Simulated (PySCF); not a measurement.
How methods differ on the ionisation energy of Kr⁺

Kr⁺ [Ar] 3d10 4s2 4p5 (2P) → Kr²⁺ [Ar] 3d10 4s2 4p4 (3P), as a difference of total energies. Computed with PySCF 2.14 in aug-cc-pVQZ-DK (8s7p5d3f2g, 93 functions), with scalar relativity by spin-free X2C-1e. Correlated levels: valence: [Ar] 3d10 frozen. The calculations carry no spin-orbit coupling.

| method | ionisation energy (eV) | plus first-order spin-orbit estimate | error of that sum (eV) |
| --- | --- | --- | --- |
| UHF | 23.229 | 23.206 | -1.154 |
| MP2 (valence) | 24.194 | 24.171 | -0.189 |
| SCS-MP2 (valence) | 24.213 | 24.189 | -0.171 |
| CCSD (valence) | 24.216 | 24.193 | -0.167 |
| CCSD(T) (valence) | 24.256 | 24.232 | -0.128 |

Reference: 24.360 eV (measured; NIST Atomic Spectra Database, ionization energies).

A first-order spin-orbit estimate (lowest level to lowest level, LS coupling) adds -0.023 eV.

Errors of the correlated levels include the incompleteness of this basis and the frozen core.
